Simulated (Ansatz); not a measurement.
Ideal-gas functions of `F[CH2][In]([SH])[Cl]` at 298.15 K and 1 bar, from an Ansatz frequency run at PBE0-D4/def2-TZVP.

Molar mass 216.37 g/mol, point group Cs (symmetry number 1), electronic degeneracy 1, moments of inertia 255.751, 362.53, 615.093 u Å². Harmonic wavenumbers (cm⁻¹, unscaled): 44, 49, 86, 102, 232, 267, 347, 368, 523, 685, 686, 1061, 1243, 1252, 1464, 2703, 3062, 3128.

Use S(trans) = R[1.5 ln M + 2.5 ln T − 1.1517]; rotational temperatures θ = 24.2544 K / I; S(rot) = R[ln(√π/σ · √(T³/θAθBθC)) + 1.5]; for each mode x = 1.438777 ν̃/T, S = R[x/(eˣ − 1) − ln(1 − e⁻ˣ)] and H = RT x/(eˣ − 1); 1 cm⁻¹ = 0.0119627 kJ/mol; R = 8.31446 J/(mol·K).

By hand: the entropy, in J/(mol·K).

Translation 175.9. Rotation: θ = 0.0948, 0.0669, 0.0394 K, giving 122.8. Vibration, mode by mode: 21.21, 20.32, 15.69, 14.29, 7.80, 6.76, 4.94, 4.55, 2.52, 1.36, 1.35, 0.31, 0.14, 0.14, 0.06, 0.00, 0.00, 0.00, in all 101.4. Electronic 0.0. Sum 400.1 J/(mol·K).

By hand: H − E and G − E in kJ/mol, counted from the electronic energy.

Zero-point energy ½ × 17302 × 0.0119627 = 103.5; thermal vibration 14.1; translation, rotation and pV give 4 RT = 9.9. H − E = 127.5 kJ/mol, and G − E = 127.5 − 298.15 × 400.1/1000 = 8.2 kJ/mol.

Vibration gives 25 % of the entropy, 71.5 J/(mol·K) of it from the modes under 150 cm⁻¹: soft modes count most, and the harmonic formula is weakest for them. The sum counts one conformer and one mirror image; others add a mixing term.
